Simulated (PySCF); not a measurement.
AlO, multiplicity 2. Atoms are numbered in the order given.

```xyz
2

Al     0.0000     0.0000    -0.6170
O      0.0000     0.0000     1.0026
```
Charge 0, spin multiplicity 2.

Geometry optimised at PBE0-D3(BJ)/def2-TZVPD.

Calculation: PBE0/def2-TZVPD in PySCF.

Mulliken values depend strongly on the basis, most of all with diffuse functions as here. ESP charges are fitted to the potential on shells at 1.4 to 2.0 van der Waals radii. Atomic charges (e):

| atom | ESP fit | meta-Löwdin | Mulliken spin |
|---|---|---|---|
| Al1 | 0.58 | 0.70 | 0.58 |
| O2 | -0.58 | -0.70 | 0.42 |
